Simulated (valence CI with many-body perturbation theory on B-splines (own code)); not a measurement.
# Forbidden lines of Se11+

Computed by configuration interaction combined with many-body perturbation theory (CI+MBPT): five valence electrons over a frozen Dirac-Fock core [Ar], radial functions for each j: 7 s, 7 p, 8 d, 6 f, 4 g, 1 h, with the one-electron correlation potential Σ1, the two-electron term Σ2, the three-electron term Σ3, Breit, model QED; selected CI, second order for the rest, scaled by the run's own slope (own B-spline code, finite nucleus).

No measured levels were compared; by estimate terms of the open shell hold to 2 to 4 % of their energy, and close levels can change places. Among the levels kept, up to 940 cm⁻¹ of a level comes from second order outside the variational space, and about a tenth of that is noise between levels of different J, which matters for small intervals. Excitations out of the core, of the other parity, are not computed and may begin above about 72.4 eV (a cautious bound); beyond it only levels of the ground parity were kept, without lifetimes. Only levels of the ground parity were solved; by the run's estimate the other parity begins above the list, which can be wrong where configurations are misplaced.

Lines 1 to 50 of 120 in falling wavelength, among levels below 72.43 eV, chosen from the decays that carry over 1 % of a level's rate. Wavelengths and rates use the calculated energies, so an error of 2000 cm⁻¹ moves a line at 27020 Å by 54 % and its rate by three times that or more. Weak lines are less certain than strong ones. Lines between different terms over intervals too small for the method are left out, as are lines whose strength nearly cancels. Intervals below about 2000 cm⁻¹, as at the head of this list, are uncertain by tens of per cent. Branching is blank where the lifetime is uncertain.

Names give the largest LS component (configuration and term), which can be under half, so a name can repeat, a term be missing and a line seem to break the LS rules; names also repeat where a configuration has a term twice. Letters in brackets count levels of one name in rising energy.

```
λ vac (Å)           Upper           Lower  Type   A (s⁻¹)  Branch %
3.448e+05      3d5 4G_9/2      3d5 4G_7/2    M1  1.10e-03      19.8
1.985e+05      3d5 4G_9/2     3d5 4G_11/2    M1  4.46e-03      80.2
1.435e+05      3d5 4G_7/2      3d5 4G_5/2    M1  1.40e-02      76.9
    75890     3d5 2I_13/2     3d5 2I_11/2    M1  2.66e-02       9.7
    56130      3d5 4P_1/2      3d5 4P_3/2    M1  2.76e-01      99.9
    31720      3d5 4F_3/2      3d5 4F_5/2    M1  1.26e+00       2.3
    30700      3d5 4D_5/2      3d5 4D_7/2    M1  7.70e-01       1.5
    27020      3d5 4F_5/2  3d5 2F_7/2 [a]    M1  1.22e+00       3.8
    23910  3d5 2G_9/2 [a]  3d5 2G_7/2 [a]    M1  5.52e-01       1.6
    22430  3d5 2G_7/2 [a]      3d5 2H_9/2    M1  3.40e-01       2.8
    15490  3d5 2F_5/2 [a]      3d5 4F_7/2    M1  2.74e+00       1.9
    15240      3d5 4F_5/2  3d5 2D_3/2 [a]    M1  2.78e+00       8.7
    14320      3d5 2H_9/2      3d5 4F_9/2    M1  2.90e+00       4.7
    12490      3d5 4D_1/2      3d5 4P_1/2    M1  8.48e+00      64.3
    11570  3d5 2G_9/2 [a]      3d5 2H_9/2    M1  6.11e+00      17.5
    11210      3d5 4D_7/2      3d5 4P_5/2    M1  4.67e+00      63.3
    10620  3d5 2G_7/2 [a]      3d5 4F_5/2    M1  1.33e+00      11.1
    10290      3d5 4F_3/2  3d5 2D_3/2 [a]    M1  2.81e+00       5.1
    10220      3d5 4D_1/2      3d5 4P_3/2    M1  4.71e+00      35.7
    10180      3d5 4F_5/2  3d5 2D_5/2 [a]    M1  3.22e-01       1.0
     9388      3d5 4D_5/2      3d5 4P_3/2    M1  1.11e+00       2.2
     9172      3d5 4D_3/2      3d5 4P_3/2    M1  7.30e+00      18.6
     8869      3d5 4F_7/2  3d5 2D_5/2 [a]    M1  7.20e+00       7.4
     8741  3d5 2G_7/2 [a]      3d5 4F_9/2    M1  1.47e+00      12.3
     8614  3d5 2F_5/2 [a]  3d5 2F_7/2 [a]    M1  1.47e+00       1.0
     8236  3d5 2G_9/2 [a]      3d5 4F_7/2    M1  2.36e+00       6.8
     8209      3d5 4D_5/2      3d5 4P_5/2    M1  3.79e+00       7.5
     8043      3d5 4D_3/2      3d5 4P_5/2    M1  2.79e+00       7.1
     7625  3d5 2G_7/2 [a]  3d5 2F_7/2 [a]    M1  5.86e+00      49.0
     7353      3d5 4D_7/2      3d5 4G_9/2    M1  8.65e-01      11.7
     7199      3d5 4D_7/2      3d5 4G_7/2    M1  1.12e+00      15.2
     7161  3d5 2F_5/2 [b]      3d5 4F_3/2    M1  6.67e+00      18.2
     6911  3d5 2F_5/2 [a]  3d5 2D_3/2 [a]    M1  3.64e+00       2.6
     6401  3d5 2G_9/2 [a]      3d5 4F_9/2    M1  2.69e+00       7.7
     6384  3d5 2F_5/2 [b]      3d5 4F_7/2    M1  6.65e+00      18.1
     5842  3d5 2F_5/2 [b]      3d5 4F_5/2    M1  1.76e+00       4.8
     5777  3d5 2D_5/2 [a]      3d5 4D_5/2    M1  1.92e+00       1.4
     5640  3d5 2F_5/2 [a]  3d5 2D_5/2 [a]    M1  4.19e+01      29.7
     5526      3d5 4D_3/2      3d5 4G_5/2    M1  5.46e-01       1.4
     5478  3d5 2F_7/2 [b]      3d5 4F_5/2    M1  8.34e+00      26.9
     5199  3d5 2G_7/2 [a]  3d5 2D_5/2 [a]    M1  3.26e-01       2.7
     4948      3d5 2H_9/2     3d5 2I_11/2    M1  5.37e+00       8.7
     4931  3d5 2F_7/2 [b]      3d5 4F_9/2    M1  1.19e+01      38.3
     4803  3d5 2F_5/2 [b]  3d5 2F_7/2 [a]    M1  4.33e-01       1.2
     4268  3d5 2F_7/2 [a]      3d5 4D_5/2    M1  3.31e+00       9.2
     4267     3d5 2H_11/2     3d5 2I_13/2    M1  1.33e+01          
     4223  3d5 2F_5/2 [b]  3d5 2D_3/2 [a]    M1  5.42e+00      14.8
     4040     3d5 2H_11/2     3d5 2I_11/2    M1  2.87e+01          
     3747  3d5 2F_7/2 [a]      3d5 4D_7/2    M1  1.05e+00       2.9
     3720      3d5 4F_5/2      3d5 4D_3/2    M1  4.40e-01       1.4
```
